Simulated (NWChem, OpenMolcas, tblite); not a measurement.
AlClF2 (SMILES [F][Al]([F])[Cl]): the HOMO–LUMO gap, rung by rung

The species is AlClF2 (4 atoms), meant as a singlet with charge 0. As SMILES, `[F][Al]([F])[Cl]`. The shape is that of a PBE0-D4/def2-TZVP optimisation.

Each level gives the HOMO–LUMO gap (eV). The values are calculated.

```
           level            kind     program  value (eV)   CPU time
       IPEA1-xTB  semi-empirical      tblite        6.30  under 2 s
    HF/def2-SVPD    Hartree–Fock      NWChem       14.18       15 s
 SVWN5/def2-SVPD             LDA  OpenMolcas        6.07       16 s
   PBE/def2-SVPD             GGA  OpenMolcas        6.16       20 s
  TPSS/def2-SVPD        meta-GGA  OpenMolcas        6.51       27 s
 B3LYP/def2-SVPD   global hybrid  OpenMolcas        7.84       19 s
B2PLYP/def2-SVPD   double hybrid  OpenMolcas       10.61       16 s
```

The values span 6.07 to 14.18 eV. Orbital gaps aren't excitation energies, and those of double hybrids come from the SCF part alone; they tend to grow with the share of exact exchange. Times are those of the runs behind each value, whatever else they computed, on shared processors of several kinds: orders of magnitude only.
